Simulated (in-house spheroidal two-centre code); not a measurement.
Computed with a spheroidal two-centre code. Model: one electron and two fixed point charges, non-relativistic, separated in prolate spheroidal coordinates (energies exact to about nine digits).

With r1 and r2 the distances to the charges and R their separation, ξ = (r1 + r2)/R and η = (r1 − r2)/R; m is the angular momentum about the axis. The force apart is −d(total energy)/dR, and minima and barriers are those of the total energy. The separation constant A is the eigenvalue of −d/dη(1−η²)d/dη + m²/(1−η²) − p²η² − R(Z2−Z1)η, with p² = −E R²/2 and E the electronic energy.

Command:
```bash
python run_two.py task.json out
```
Settings:
```
Z1                     1
Z2                     2.75
xi_nodes               0
eta_nodes              1
m                      1
```

Run time, properties included: 0.5 s on 1 thread of Intel(R) Xeon(R) Processor @ 2.30GHz (shared host).

**Energy curve, total energy includes the repulsion of the charges.**

Given: first charge 1; second charge 2.75; united atom label 3d pi; nodes in ξ 0; nodes in η 1.

Computed: united atom energy -0.78125 hartree.

```tsv
distance (bohr)	electronic energy (hartree)	total energy (hartree)	kinetic energy (hartree)	force apart (hartree/bohr)
0.413	-0.783465478	5.87513016	0.78768	16.133
0.741	-0.787615433	2.92358565	0.79819	5.0226
1.33	-0.79493212	1.27273705	0.80507	1.5623
2.39	-0.785072571	0.365555044	0.72109	0.45466
4	-0.717972009	-0.0304720092	0.52397	0.12337
5.6	-0.645107074	-0.154035645	0.41853	0.047231
7.2	-0.590732453	-0.208788008	0.39147	0.025372
8.8	-0.554768399	-0.242268399	0.39636	0.01751
10.4	-0.531021097	-0.26659802	0.40402	0.013214
12	-0.514432791	-0.285266125	0.40876	0.010292
13.6	?	?	?	?
15.2	-0.492744267	-0.311823214	0.41339	0.006682
16.8	-0.485249958	-0.321559482	0.41465	0.0055411
18.4	?	?	?	?
22.6	-0.467494433	-0.345813017	0.41711	0.0031545
31.3	-0.45372013	-0.365860705	0.41854	0.0016831
43.2	-0.444149151	-0.380491744	0.41929	0.00089813
59.8	-0.4373133	-0.391326678	0.41969	0.00047434
```

(1) What belongs in the row 13.6?

(2) What belongs in the row 18.4?

**Where the electron sits, z along the axis from the midpoint, the separation constant A tends to l(l+1) at zero distance; at short distance the term in R(Z2−Z1)η can raise or lower it, and at long distance it falls (p² = -ER²/2).**

```json
{"distance (bohr)": "0.23", "mean z squared (bohr²)": "3.8275", "mean squared distance from axis (bohr²)": "5.1114", "separation constant": "5.9931", "mean z towards second charge (bohr)": "-0.026851"}
{"distance (bohr)": "0.413", "mean z squared (bohr²)": "?", "mean squared distance from axis (bohr²)": "?", "separation constant": "?", "mean z towards second charge (bohr)": "?"}
{"distance (bohr)": "0.741", "mean z squared (bohr²)": "3.7273", "mean squared distance from axis (bohr²)": "5.0519", "separation constant": "5.9281", "mean z towards second charge (bohr)": "-0.087175"}
{"distance (bohr)": "1.33", "mean z squared (bohr²)": "3.5786", "mean squared distance from axis (bohr²)": "5.0319", "separation constant": "5.7707", "mean z towards second charge (bohr)": "-0.16004"}
{"distance (bohr)": "2.39", "mean z squared (bohr²)": "3.4695", "mean squared distance from axis (bohr²)": "5.5183", "separation constant": "5.315", "mean z towards second charge (bohr)": "-0.28847"}
{"distance (bohr)": "4", "mean z squared (bohr²)": "3.616", "mean squared distance from axis (bohr²)": "7.336", "separation constant": "4.4203", "mean z towards second charge (bohr)": "-0.26895"}
{"distance (bohr)": "5.6", "mean z squared (bohr²)": "4.2151", "mean squared distance from axis (bohr²)": "9.4631", "separation constant": "3.2444", "mean z towards second charge (bohr)": "0.22097"}
{"distance (bohr)": "7.2", "mean z squared (bohr²)": "5.8851", "mean squared distance from axis (bohr²)": "11.181", "separation constant": "1.4064", "mean z towards second charge (bohr)": "1.1472"}
{"distance (bohr)": "8.8", "mean z squared (bohr²)": "9.2697", "mean squared distance from axis (bohr²)": "12.203", "separation constant": "-1.449", "mean z towards second charge (bohr)": "2.2187"}
{"distance (bohr)": "10.4", "mean z squared (bohr²)": "14.316", "mean squared distance from axis (bohr²)": "12.744", "separation constant": "-5.4524", "mean z towards second charge (bohr)": "3.2113"}
{"distance (bohr)": "12", "mean z squared (bohr²)": "20.764", "mean squared distance from axis (bohr²)": "13.06", "separation constant": "-10.595", "mean z towards second charge (bohr)": "4.1202"}
{"distance (bohr)": "13.6", "mean z squared (bohr²)": "28.509", "mean squared distance from axis (bohr²)": "13.268", "separation constant": "-16.85", "mean z towards second charge (bohr)": "4.9842"}
{"distance (bohr)": "15.2", "mean z squared (bohr²)": "?", "mean squared distance from axis (bohr²)": "?", "separation constant": "?", "mean z towards second charge (bohr)": "?"}
{"distance (bohr)": "16.8", "mean z squared (bohr²)": "47.81", "mean squared distance from axis (bohr²)": "13.525", "separation constant": "-32.646", "mean z towards second charge (bohr)": "6.6534"}
{"distance (bohr)": "18.4", "mean z squared (bohr²)": "59.362", "mean squared distance from axis (bohr²)": "13.61", "separation constant": "-42.174", "mean z towards second charge (bohr)": "7.4737"}
{"distance (bohr)": "22.6", "mean z squared (bohr²)": "95.727", "mean squared distance from axis (bohr²)": "13.761", "separation constant": "-72.332", "mean z towards second charge (bohr)": "9.6064"}
{"distance (bohr)": "31.3", "mean z squared (bohr²)": "198.97", "mean squared distance from axis (bohr²)": "13.925", "separation constant": "-158.44", "mean z towards second charge (bohr)": "13.985"}
{"distance (bohr)": "43.2", "mean z squared (bohr²)": "401.32", "mean squared distance from axis (bohr²)": "14.03", "separation constant": "-327.77", "mean z towards second charge (bohr)": "19.949"}
{"distance (bohr)": "59.8", "mean z squared (bohr²)": "801.74", "mean squared distance from axis (bohr²)": "14.103", "separation constant": "-663.4", "mean z towards second charge (bohr)": "28.256"}
```

(3) What belongs in the row 0.413?

(4) What belongs in the row 15.2?

## Answers

(1) electronic energy (hartree): -0.502179824; total energy (hartree): -0.299973941; kinetic energy (hartree): 0.41158; force apart (hartree/bohr): 0.008206.

(2) electronic energy (hartree): -0.479152845; total energy (hartree): -0.329696324; kinetic energy (hartree): 0.41557; force apart (hartree/bohr): 0.0046672.

(3) mean z squared (bohr²): 3.801; mean squared distance from axis (bohr²): 5.0939; separation constant: 5.9777; mean z towards second charge (bohr): -0.048292.

(4) mean z squared (bohr²): 37.526; mean squared distance from axis (bohr²): 13.415; separation constant: -24.203; mean z towards second charge (bohr): 5.8252.
